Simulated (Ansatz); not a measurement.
Energy needed to pull apart CH3SbSi, closed shell, into free ground-state atoms, from the structure below (displaced at random from its PBE0-D4/def2-TZVP minimum); no zero-point or spin–orbit terms; open-shell atoms are treated unrestricted, in their ground-state multiplicity.

```
6
angstrom
C -0.5440 -0.8823 -0.0747
Si 0.5164 -0.4708 -1.5082
Sb -0.5150 0.8909 0.7012
H -0.8786 -2.0699 0.1621
H 0.5110 1.2565 -0.7490
H 1.1271 0.8881 1.5456
```

Computed with Ansatz 0.2.0 (basis: def2-TZVPP); correlated methods freeze the cores. Filled d shells of the heavier atoms are correlated. Core potentials replace the inner electrons of the atoms past krypton. The def2 sets are not built for correlating such inner shells, so the correlated values are less sure here.

| method | atomization energy (kJ/mol) |
| --- | --- |
| PBE-D4 | 1667 |
| r2SCAN-D4 | 1607 |
| PBE0-D4 | 1605 |
| wB97M-V | ? |
| HF | 948 |
| MP2 | ? |
| CCSD | 1496 |
| CCSD(T) | 1551 |

Question: What does MP2 give? (Judge from chemistry; the value comes from the calculation.)

Answer: Computed: 1551 kJ/mol, which is about 1 kJ/mol more than CCSD(T)/def2-TZVPP.

Question: What does wB97M-V give? (To be estimated.)

Answer: Computed: 1603 kJ/mol, which is about 53 kJ/mol more than CCSD(T)/def2-TZVPP.

In triple zeta the MP2 and coupled-cluster atomization energies are still short of their basis limit by a few kcal/mol a bond, whereas those of the functionals are nearly converged, so these differences are not deviations from converged CCSD(T).

The T1 diagnostic stays at or below 0.021. The restricted Hartree–Fock reference is unstable towards an unrestricted one here.

For scale, one of the runs: CCSD(T)/def2-TZVPP forces, 165 basis functions, launched by `ansatz run in.yaml --threads 2 --pin off --events-out ev --progress --plain --max-ram 4352MiB`. Time: 3.7 min of wall clock on 2 CPU threads of an Intel Xeon Platinum 8259CL; the host was shared. Peak host memory: 2.4 GiB.
